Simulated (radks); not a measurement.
The numbers below are computed, except where a source is named.
Dy55+, configuration [Ne] 3s1. Code: a radial shooting solver on a logarithmic mesh with Libxc functionals. Model: non-relativistic Kohn-Sham, r2SCAN, spin-polarised, spherical densities, point nucleus; open shells are filled with parallel spins first (spin-orbit coupling, left out, can overturn this in heavy ions); meta-GGA in the generalised Kohn-Sham scheme; relativity is left out, which matters for an element this heavy.

Unscreened Slater integrals over Kohn-Sham orbitals (eV). They are taken over the spin-up orbitals.

F0(3s,3s): 108.60
F0(3s,2p): 142.01
G1(3s,2p): 15.039
F0(3s,2s): 138.21
G0(3s,2s): 11.904
F0(3s,1s): 162.10
G0(3s,1s): 8.6500
F0(2p,2p): 304.87
F2(2p,2p): 146.44
F0(2p,2s): 274.83
G1(2p,2s): 152.67
F0(2p,1s): 410.86
G1(2p,1s): 80.314
F0(2s,2s): 256.32
F0(2s,1s): 358.38
G0(2s,1s): 35.858
F0(1s,1s): 1112.1
